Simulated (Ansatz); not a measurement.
Basis sets compared for Al10As9H26⁻, a nanocrystal cut from wurtzite AlAs (hydrogen-capped). Charge -1, multiplicity 1. Geometry PBE-D4/def2-SVP. Ansatz on 4 threads of AMD EPYC 7R13 on a shared host and a share (37 GiB) of an NVIDIA H100 80GB HBM3; times are rough, and most runs start from earlier orbitals.

```xyz
45

Al    2.089    3.953    0.158
As    1.193    3.674    2.555
Al    1.458    2.281   -3.352
As    2.375   -0.015   -3.888
As    0.987    2.008   -0.912
Al    1.701   -0.142    0.072
Al   -0.438    1.882    3.192
As    0.724   -0.169    2.414
Al    1.095   -2.171   -3.556
As    0.657   -2.050   -1.097
Al    1.421   -4.237   -0.217
Al   -0.759   -2.069    3.012
As    0.570   -4.034    2.203
Al   -1.432    2.358   -0.806
As   -2.267    2.020    1.533
As   -2.280    0.274   -1.936
Al   -1.787   -2.013   -1.006
Al   -4.036    0.245    1.805
As   -2.574   -1.760    1.361
H     3.681    3.790    0.304
H     1.431    5.343   -0.316
H     2.337    3.520    3.557
H     0.657    4.990    3.121
H     2.609    3.378   -3.605
H     0.075    2.361   -4.182
H     3.704   -0.157   -3.147
H     2.968    0.002   -5.300
H     3.294   -0.277    0.208
H    -0.846    1.925    4.742
H     1.905   -0.309    3.376
H     2.055   -3.412   -3.918
H    -0.277   -1.950   -4.380
H     3.017   -4.351   -0.074
H     0.547   -5.452   -0.809
H    -1.179   -2.186    4.554
H     1.720   -4.151    3.204
H    -0.169   -5.293    2.656
H    -2.037    3.690   -1.458
H    -2.976    3.332    1.868
H    -1.720    0.293   -3.354
H    -3.760    0.410   -2.280
H    -2.594   -3.166   -1.772
H    -4.581    0.220    3.318
H    -5.068    0.385    0.572
H    -3.487   -2.966    1.580
```

The 6-31G sets use Cartesian d functions. Single mean-field runs in 6-31G, def2-SVP, def2-TZVP are fitted with def2-universal-jkfit.

```csv
level,functions,energy (Eh),HOMO (eV),LUMO (eV),wall time
HF/STO-3G,278,-22289.7932,-2.88,11.72,2.6 s
HF/6-31G,443,-22539.1015,-6.38,4.08,3 s
PBE-D4/def2-SVP,598,-22555.8400,-3.35,0.34,4.1 s
PBE0-D4/def2-SVP,598,-22556.7272,-4.33,1.01,6 s
```

Estimate the rows for PBE-D4/def2-TZVP (with forces), PBE0-D4/def2-TZVP.


| level | functions | energy (Eh) | HOMO (eV) | LUMO (eV) | wall time |
| --- | --- | --- | --- | --- | --- |
| PBE-D4/def2-TZVP (with forces) | 958 | -22559.1800 | -3.41 | 0.21 | 7.5 s |
| PBE0-D4/def2-TZVP | 958 | -22560.0430 | -4.35 | 0.90 | 7.5 s |
